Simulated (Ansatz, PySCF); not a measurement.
Isomers of CH2O: 1 is C=O, 2 is [CH]O; one conformer of each (the lowest of an xTB search), B3LYP-D3(BJ)/def2-TZVP minima.
Isomer 1 (charge 0, multiplicity 1, Z-matrix in Å and degrees):
```
C
O 1 1.1989
H 1 1.1075 2 122.05
H 1 1.1075 3 115.91 2 -180.00
```
Isomer 2 (charge 0, multiplicity 1):
```xyz
4

C      0.6264     0.5495    -0.0042
O     -0.6718     0.4240     0.0102
H      1.0628    -0.4820    -0.0152
H     -1.0175    -0.4915     0.0092
```

No zero-point or thermal terms.

Cores are frozen in the correlated methods.

Run with Ansatz (Gaussian basis) for Hartree–Fock, density functionals and correlated methods; PySCF for the dispersion terms. Each number belongs to the level named beside it.

Task: What electronic energy of isomer 2 less that of isomer 1 does CCSD(T)/cc-pVQZ give?

Result: 56.6 kcal/mol

Task: What is the computed electronic energy of isomer 2 less that of isomer 1 (BLYP-D4/def2-TZVPP)?

Result: 57.3 kcal/mol

Task: Give the electronic energy of isomer 2 less that of isomer 1 at the level SCS-MP2/cc-pVTZ.

Result: 59.6 kcal/mol

Ansatz is a quantum-chemistry and plane-wave program.
